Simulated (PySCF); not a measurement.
Tb(OH)3(NH3) at several levels of theory

Computed with PySCF 2.14.0 (density fitting, no spin-orbit coupling) at the geometry relaxed with PBE0:

```xyz
11
Tb(OH)3(NH3) (singlet in the valence; each metal's 4f electrons, 8 of them, lie in its core potential, out of spins and levels)
Tb    0.1595   -0.2042    0.2539
O     1.1896    1.3221    1.2148
H     1.7053    1.9546    1.7111
O    -1.4217   -1.1146    1.2473
H    -2.0763   -1.5822    1.7628
O     1.1282   -1.2565   -1.2522
H     1.6263   -1.7816   -1.8756
N    -1.2457    1.2688   -1.2479
H    -1.8429    1.8974   -0.7094
H    -0.6738    1.8527   -1.8593
H    -1.8594    0.7188   -1.8500
```

```tsv
level	basis	state	HOMO (eV)	gap (eV)	charge on Tb1 (e)	population of f-type functions on Tb1 (polarisation alone where 4f lies in the core)	dipole about the centre of mass (D)	largest force component (eV/Å)
PBE0	Tb lcecp-1-SVP with ECP54, O def2-SVP, H def2-SVP, N def2-SVP	singlet	-6.98	6.77	0.92	0.09	4.20	0.02
TPSSh	the same	singlet	-6.05	5.62	0.88	0.08	4.16	0.21
PBE0	Tb lcecp-1-TZVP with ECP54, O def2-TZVP, H def2-TZVP, N def2-TZVP	singlet	-7.25	6.82	1.57	0.10	4.21	0.23
```

In the lcecp rows the 4f levels are missing from HOMO and gap, and the state counts the valence alone.

Charges are Mulliken's, which hang on the basis. The relaxation used the grid (50, 194), these runs (75, 302) or, all-electron (x2c bases, spin-free X2C Hamiltonian), (99, 590).

**Question.** What does CAM-B3LYP with Tb lcecp-1-SVP with ECP54, O def2-SVP, H def2-SVP, N def2-SVP give here?

**Answer.** state singlet, HOMO (eV) -8.43, gap (eV) 8.86, charge on Tb1 (e) 0.87, population of f-type functions on Tb1 (polarisation alone where 4f lies in the core) 0.09, dipole about the centre of mass (D) 4.20, largest force component (eV/Å) 0.07. Time: 9.9 s on 2 threads of Arm Neoverse V1, on a shared host, from an already converged density.

In the first row's basis the gap widens with exact exchange: 5.6 to 6.8 eV for TPSSh, PBE0 (a fixed share); 8.9 eV for CAM-B3LYP (rising or full at long range).

No frequency check is given that shows the relaxed geometry to be a minimum. An lcecp potential fixes the number of 4f electrons, so in runs with it no electron can move into or out of that shell.
